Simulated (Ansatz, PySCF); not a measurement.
Conformers of C4H8O (SMILES CCCC=O), B3LYP-D3(BJ)/def2-TZVP minima from an xTB search, which can miss the lowest.
Conformer 1 (charge 0, multiplicity 1):
```tsv
atom	x (Å)	y (Å)	z (Å)
C	-1.7618	-0.1552	-0.3604
C	-0.3768	-0.5661	0.1299
C	0.6556	0.5373	-0.0520
C	2.0438	0.1934	0.4128
O	2.3696	-0.8589	0.8980
H	-2.4842	-0.9606	-0.2197
H	-1.7478	0.0961	-1.4239
H	-2.1307	0.7199	0.1803
H	-0.0392	-1.4597	-0.3995
H	-0.4177	-0.8443	1.1852
H	0.7371	0.8400	-1.1047
H	0.3597	1.4539	0.4761
H	2.7925	1.0041	0.2780
```

Frozen-core correlation. CBS: X⁻³ extrapolation of the correlation energy, Hartree–Fock from the larger set. MP2 and its Hartree–Fock in cc-pVQZ, cc-pVTZ are density fitted. Rows in 6-31G* carry no dispersion term and start afresh at each structure (6-31G* with six Cartesian d functions).

The values were computed with Ansatz (an electronic-structure program); PySCF for 6-31G* rows. 

Electronic energies of 4 conformers above conformer 1 (kcal/mol):

```json
[
 {"level": "PBE/def2-TZVPP", "conformer 1": "0.00", "conformer 2": "0.30", "conformer 3": "0.95", "conformer 4": "0.79"},
 {"level": "B3LYP/6-31G*", "conformer 1": "0.00", "conformer 2": "0.27", "conformer 3": "1.26", "conformer 4": "1.08"},
 {"level": "wB97M-V/def2-TZVPP", "conformer 1": "0.00", "conformer 2": "0.04", "conformer 3": "0.84", "conformer 4": "0.96"},
 {"level": "MP2/CBS(cc-pVTZ, cc-pVQZ) + ΔCCSD(T)/cc-pVDZ", "conformer 1": "0.00", "conformer 2": "0.05", "conformer 3": "0.68", "conformer 4": "0.71"}
]
```

Q: Give Boltzmann populations at 298.15 K for each level, counting each conformer once and leaving out zero-point, thermal and symmetry terms.

A: 
Weights exp(−E/RT) with RT = 0.5925 kcal/mol, divided by their sum:
- PBE/def2-TZVPP: 48 %, 29 %, 10 %, 13 %
- B3LYP/6-31G*: 52 %, 33 %, 6 %, 8 %
- wB97M-V/def2-TZVPP: 42 %, 39 %, 10 %, 8 %
- MP2/CBS(cc-pVTZ, cc-pVQZ) + ΔCCSD(T)/cc-pVDZ: 39 %, 36 %, 12 %, 12 %
The share of conformer 1 runs from 39 to 52 % over these levels.
